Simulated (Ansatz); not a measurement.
Gas-phase electronic energies from Ansatz, PBE0-D4/def2-TZVP geometries. CBS: MP2 limit from def2 TZ/QZ plus the TZ coupled-cluster correction, frozen cores. This one scheme is used for every species. Functionals use def2-TZVPP. def2 core potentials past Kr. For Y outer-core shells are correlated without core-valence functions, which leaves a few kJ/mol of doubt a bond. One conformer a species, not always the lowest.

Consider the ligand exchange at a Y–N bond: `C[N](C)[Y]([NH2])[F]` + H–F → `[NH2][Y]([F])[F]` + `CNC`.

| level | ΔE (kJ/mol) |
| --- | --- |
| PBE-D4 | -136.3 |
| B2PLYP | -142.3 |
| CCSD(T)/def2-TZVPP | -125.4 |
| MP2/CBS(def2) | -128.9 |

Problem. What does CCSD(T)/CBS give? (An estimate is asked.)

Solution. Computed: -132.5 kJ/mol. The listed levels differ from it by -3.8, -9.8, 7.1, 3.6 kJ/mol.

Largest T1 diagnostic among the species: 0.014.

The D4 term adds +8.2 kJ/mol with B3LYP and +4.9 kJ/mol with PBE0; it sums over pairs of atoms, weighted by their polarisabilities, and B3LYP, whose exchange is more repulsive, gets the larger term. In def2-TZVPP, CCSD(T) changes the Hartree–Fock value by +34.6 kJ/mol (the triples alone add +4.9 kJ/mol) and MP2 by +38.2 kJ/mol.

B3LYP here is the variant with VWN-RPA as its local correlation; programs differ in this.
